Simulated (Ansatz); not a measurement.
Basis sets compared for As₆P₂ (the lowest singlet isomer of a short search). Total charge 0; singlet. Geometry PBE-D4/def2-SVP. Ansatz on 4 threads of Arm Neoverse V1 on a shared host; times are rough, and most runs start from earlier orbitals.

```xyz
8

P    -1.172   -1.231    0.867
P    -0.225    2.047    0.470
As    1.305   -1.249   -1.989
As    1.667    0.827    1.112
As    1.118   -1.538    0.431
As   -0.488    0.613    2.363
As   -1.736    0.515   -0.610
As   -0.471    0.016   -2.644
```

The restricted singlet is unstable towards broken spin symmetry in Hartree–Fock (as tested in another run); at PBE-D4/def2-SVP, PBE-D4/def2-TZVP, PBE0-D4/def2-SVP, PBE0-D4/def2-TZVP this wasn't settled. The structure comes from a short search, and lower isomers may exist.

Binding counts from free atoms (P quartet, As quartet) in the same basis, without a counterpoise term.

```
           level  functions  energy (Eh)  HOMO (eV)  LUMO (eV)  binding per atom (eV)  wall time
 PBE-D4/def2-SVP        228  -14094.0183      -5.74      -4.02                   2.97      5.5 s
PBE0-D4/def2-SVP        228  -14094.4271      -6.67      -3.51                   2.72       14 s
```

Task: Estimate the rows for PBE-D4/def2-TZVP, PBE0-D4/def2-TZVP.

Result: 
| level | functions | energy (Eh) | HOMO (eV) | LUMO (eV) | binding per atom (eV) | wall time |
| --- | --- | --- | --- | --- | --- | --- |
| PBE-D4/def2-TZVP | 362 | -14095.9147 | -5.72 | -4.04 | 3.02 | 11 s |
| PBE0-D4/def2-TZVP | 362 | -14096.3219 | -6.60 | -3.49 | 2.78 | 48 s |
